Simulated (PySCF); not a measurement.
C2H6F2Si, SMILES F[C@@H]([SiH2]F)C.

Geometry optimised at ωB97X-D3(BJ)/def2-SVP. The structure was generated by enumeration; whether it is a known compound was not checked. Other conformers were not sampled.

These are ωB97X-D3(BJ)/def2-SVP run with PySCF values and carry that method's errors.

Frequencies are harmonic and unscaled.

Computed harmonic wavenumbers and intensities:
```json
[
 {"mode": "1", "ν (cm⁻¹)": "71", "IR (km/mol)": "1.3", "Raman (Å⁴/amu)": "0.2", "depolarisation": "0.75", "moving atoms (share of kinetic energy)": "F 50 %, H 20 %, Si 17 %, C 14 %"},
 {"mode": "2", "ν (cm⁻¹)": "139", "IR (km/mol)": "1.9", "Raman (Å⁴/amu)": "0.2", "depolarisation": "0.72", "moving atoms (share of kinetic energy)": "F 59 %, C 18 %, H 14 %, Si 10 %"},
 {"mode": "3", "ν (cm⁻¹)": "212", "IR (km/mol)": "1.5", "Raman (Å⁴/amu)": "0.1", "depolarisation": "0.72", "moving atoms (share of kinetic energy)": "H 87 %"},
 {"mode": "4", "ν (cm⁻¹)": "280", "IR (km/mol)": "2.7", "Raman (Å⁴/amu)": "0.9", "depolarisation": "0.28", "moving atoms (share of kinetic energy)": "H 32 %, F 29 %, C 22 %, Si 17 %"},
 {"mode": "5", "ν (cm⁻¹)": "287", "IR (km/mol)": "11.9", "Raman (Å⁴/amu)": "0.9", "depolarisation": "0.68", "moving atoms (share of kinetic energy)": "F 37 %, H 25 %, C 24 %, Si 15 %"},
 {"mode": "6", "ν (cm⁻¹)": "425", "IR (km/mol)": "8.7", "Raman (Å⁴/amu)": "1.6", "depolarisation": "0.66", "moving atoms (share of kinetic energy)": "C 42 %, H 28 %, F 26 %"},
 {"mode": "7", "ν (cm⁻¹)": "590", "IR (km/mol)": "47.9", "Raman (Å⁴/amu)": "8.1", "depolarisation": "0.31", "moving atoms (share of kinetic energy)": "H 50 %, Si 27 %, F 12 %, C 11 %"},
 {"mode": "8", "ν (cm⁻¹)": "717", "IR (km/mol)": "46.3", "Raman (Å⁴/amu)": "5.7", "depolarisation": "0.26", "moving atoms (share of kinetic energy)": "H 47 %, C 30 %, Si 19 %"},
 {"mode": "9", "ν (cm⁻¹)": "760", "IR (km/mol)": "3.8", "Raman (Å⁴/amu)": "16.1", "depolarisation": "0.71", "moving atoms (share of kinetic energy)": "H 88 %"},
 {"mode": "10", "ν (cm⁻¹)": "874", "IR (km/mol)": "19.6", "Raman (Å⁴/amu)": "6.9", "depolarisation": "0.67", "moving atoms (share of kinetic energy)": "F 46 %, H 38 %, Si 16 %"},
 {"mode": "11", "ν (cm⁻¹)": "909", "IR (km/mol)": "61.6", "Raman (Å⁴/amu)": "6.7", "depolarisation": "0.75", "moving atoms (share of kinetic energy)": "H 47 %, C 29 %, F 20 %"},
 {"mode": "12", "ν (cm⁻¹)": "946", "IR (km/mol)": "210.6", "Raman (Å⁴/amu)": "3.9", "depolarisation": "0.64", "moving atoms (share of kinetic energy)": "H 64 %, Si 21 %, F 11 %"},
 {"mode": "13", "ν (cm⁻¹)": "964", "IR (km/mol)": "89.9", "Raman (Å⁴/amu)": "12.7", "depolarisation": "0.71", "moving atoms (share of kinetic energy)": "H 89 %"},
 {"mode": "14", "ν (cm⁻¹)": "1013", "IR (km/mol)": "91.3", "Raman (Å⁴/amu)": "4.0", "depolarisation": "0.69", "moving atoms (share of kinetic energy)": "H 73 %, C 15 %"},
 {"mode": "15", "ν (cm⁻¹)": "1112", "IR (km/mol)": "39.9", "Raman (Å⁴/amu)": "3.9", "depolarisation": "0.53", "moving atoms (share of kinetic energy)": "C 64 %, H 21 %, F 15 %"},
 {"mode": "16", "ν (cm⁻¹)": "1151", "IR (km/mol)": "18.0", "Raman (Å⁴/amu)": "1.6", "depolarisation": "0.69", "moving atoms (share of kinetic energy)": "C 50 %, H 42 %"},
 {"mode": "17", "ν (cm⁻¹)": "1299", "IR (km/mol)": "6.5", "Raman (Å⁴/amu)": "4.2", "depolarisation": "0.38", "moving atoms (share of kinetic energy)": "H 59 %, C 39 %"},
 {"mode": "18", "ν (cm⁻¹)": "1349", "IR (km/mol)": "4.2", "Raman (Å⁴/amu)": "7.3", "depolarisation": "0.69", "moving atoms (share of kinetic energy)": "H 84 %, C 15 %"},
 {"mode": "19", "ν (cm⁻¹)": "1407", "IR (km/mol)": "10.4", "Raman (Å⁴/amu)": "2.6", "depolarisation": "0.71", "moving atoms (share of kinetic energy)": "H 73 %, C 27 %"},
 {"mode": "20", "ν (cm⁻¹)": "1463", "IR (km/mol)": "6.9", "Raman (Å⁴/amu)": "12.1", "depolarisation": "0.75", "moving atoms (share of kinetic energy)": "H 96 %"},
 {"mode": "21", "ν (cm⁻¹)": "1488", "IR (km/mol)": "5.8", "Raman (Å⁴/amu)": "13.5", "depolarisation": "0.75", "moving atoms (share of kinetic energy)": "H 95 %"},
 {"mode": "22", "ν (cm⁻¹)": "2275", "IR (km/mol)": "111.7", "Raman (Å⁴/amu)": "116.8", "depolarisation": "0.17", "moving atoms (share of kinetic energy)": "H 97 %"},
 {"mode": "23", "ν (cm⁻¹)": "2295", "IR (km/mol)": "107.7", "Raman (Å⁴/amu)": "97.3", "depolarisation": "0.24", "moving atoms (share of kinetic energy)": "H 96 %"},
 {"mode": "24", "ν (cm⁻¹)": "3066", "IR (km/mol)": "11.6", "Raman (Å⁴/amu)": "98.0", "depolarisation": "0.01", "moving atoms (share of kinetic energy)": "H 97 %"},
 {"mode": "25", "ν (cm⁻¹)": "3077", "IR (km/mol)": "14.8", "Raman (Å⁴/amu)": "126.7", "depolarisation": "0.25", "moving atoms (share of kinetic energy)": "H 92 %"},
 {"mode": "26", "ν (cm⁻¹)": "3163", "IR (km/mol)": "11.8", "Raman (Å⁴/amu)": "51.6", "depolarisation": "0.68", "moving atoms (share of kinetic energy)": "H 90 %, C 10 %"},
 {"mode": "27", "ν (cm⁻¹)": "3170", "IR (km/mol)": "9.3", "Raman (Å⁴/amu)": "78.9", "depolarisation": "0.70", "moving atoms (share of kinetic energy)": "H 90 %, C 10 %"}
]
```
